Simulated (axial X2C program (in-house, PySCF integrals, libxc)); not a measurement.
**Potential curves of HBr⁻, two-component**

Calculated with an axial X2C code built on PySCF integrals. Two-component (2c) means X2C with spin–orbit coupling and atomic mean-field two-electron Coulomb and Gaunt terms. Basis: Br dyall-acv3z [9s10p7d5f1g], H dyall-av3z [7s3p2d] (cores contracted in-house); Gaussian nuclei, density fitting, unrestricted open shells. Masses: Br 78.918 u, H 1.008 u.

State: Ω = 1/2 (⟨Sz⟩ = 0.50, ⟨Lz⟩ = 0.00 at PBE0). Energies in kJ/mol from the fragments at the same level (Br- + H). Fits are polynomials in 1 − R0/R over 0.85 to 1.23 times the lowest point R0.

```
 R (Å)    PBE0
1.3146   -2.45
1.3750  -19.65
1.4203  -26.13
1.4657  -28.92
1.5110  -29.38
1.5639  -28.45
1.6168  -27.10
1.6848  -25.78
1.7679  -25.27
1.8887  -25.96
```

Occupations by symmetry block were frozen at the best pattern of an incomplete PBE0 search. De is counted from the lowest determinant-based energies of the atoms at the same level, without counterpoise correction. Density functionals use the spin component along the axis (collinear). The highest occupied level is positive at some bond lengths even in Hartree–Fock (under at least one Hamiltonian), so the basis set holds the extra electron there; where that holds at Re the anion is at best weakly bound and its constants depend on the basis.

Q: What are Re, ωe and De at the PBE0 level?

A: At PBE0, 2c: Re = 1.501 Å, ωe ≈ 1390 cm⁻¹, De = 0.30 eV to Br- + H; Be follows as 7.52 cm⁻¹.
